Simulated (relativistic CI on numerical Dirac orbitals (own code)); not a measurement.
## Sm+: calculation against measurement

Computed by Dirac-Coulomb-Breit CI, orbitals from a KLI potential per configuration, a model potential for QED, valence Slater integrals scaled by 0.85, P86 correlation estimate, and configurations built on the next ion tied to the tabulated ionisation energy (semi-empirical) (own radial code, finite nucleus).

CI space (outside the closed core [Xe]): 4f⁶6s, 4f⁶5d, 4f⁶6p, 4f⁶7s, 4f⁵6s², 4f⁷, 4f⁴6s²5d, 4f⁴6s²6f, 4f⁵6s8s, 4f⁵7s². The list is cut by size and lacks configurations that can hold low levels.

```tsv
Configuration	Term (tabulated)	J	Measured (cm⁻¹)	Computed	Error	Purity (%)
4f⁶6s	8F	1/2	0.0	0	0	94
4f⁶6s	8F	3/2	326.6	342	15	94
4f⁶6s	8F	5/2	838.2	871	32	95
4f⁶6s	8F	7/2	1489.2	1539	50	96
4f⁶6s	6F	1/2	1518.3	2263	745	94
4f⁶6s	6F	3/2	2003.2	2761	758	95
4f⁶6s	8F	9/2	2238.0	2304	66	97
4f⁶6s	6F	5/2	2688.7	3470	781	96
4f⁶6s	8F	11/2	3052.7	3135	82	97
4f⁶6s	6F	7/2	3499.1	4309	810	96
4f⁶6s	8F	13/2	3909.6	4006	96	96
4f⁶6s	6F	9/2	4386.0	5227	841	96
4f⁶6s	6F	11/2	5317.6	6188	870	96
4f⁶5d	8H	3/2	7135.1	10257	3122	95
4f⁶5d	8H	5/2	7524.9	10625	3100	96
4f⁶5d	8H	7/2	8046.0	11117	3071	96
4f⁶5d	8D	3/2	8578.7	12218	3640	79
4f⁶5d	8H	9/2	8679.2	11716	3037	97
4f⁶5d	8H	11/2	9406.6	12403	2997	97
4f⁶5d	8D	5/2	9410.0	12751	3341	85
4f⁶5d	8D	7/2	10180.7	13407	3226	87
4f⁶5d	8H	13/2	10214.4	13163	2948	97
4f⁶5d	8D	9/2	10960.2	14190	3230	88
4f⁶5d	8H	15/2	11094.1	13982	2888	97
4f⁶5d	8D	11/2	11791.0	15085	3294	91
4f⁶5d	8H	17/2	12045.1	14853	2808	97
```

Measured levels from NIST Handbook of Basic Atomic Spectroscopic Data (Sansonetti and Martin, J. Phys. Chem. Ref. Data 34, 1559 (2005)); pairs were made by configuration, J and term (by order where the table uses no LS term), so strongly mixed levels may be paired wrongly.

Mean error by configuration (cm⁻¹): 4f⁶6s 429; 4f⁶5d 3131. Over the excited levels the mean absolute error is 1834 cm⁻¹ (25 of the 37 excited levels that our extract of the source holds in range could be paired, and the others can miss by more), and the median relative error of those above 1,000 cm⁻¹ is 29 %.
